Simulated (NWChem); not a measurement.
System: CH$_{3}$FO$_{3}$Si; SMILES C(=O)[Si](O)(F)O

NWChem input:

```
start job
memory heap 200 mb stack 900 mb global 1100 mb
geometry units angstroms noautoz
  O      0.281222     2.139012     0.420955
  C     -0.519475     1.393040    -0.099994
  Si    -0.059453    -0.459323    -0.108355
  O     -1.260981    -1.333738     0.578845
  O      1.365957    -0.548466     0.694621
  F      0.142690    -0.955513    -1.633411
  H     -1.465360     1.805026    -0.539445
  H     -1.053364    -2.184436     0.977290
  H      1.689167     0.332712     0.931844
end
basis spherical
  * library cc-pvtz
end
dft
  xc hfexch
  iterations 150
  semidirect filesize 400000000
  mulliken
end
task dft energy
```

Coordinates come from a PBE0/def2-SVP optimisation.

Question: Predict the main results of this run. (Hartree-Fock/cc-pVTZ.) Quantities: basis functions; energy (Ha); highest occupied level (eV); orbital gap (eV); dipole (D).

Answer: 
- number of basis functions = 226
- energy (Ha) = -652.90
- highest occupied level (eV) = -11.59
- orbital gap (eV) = 13.92
- dipole (D) = 1.61
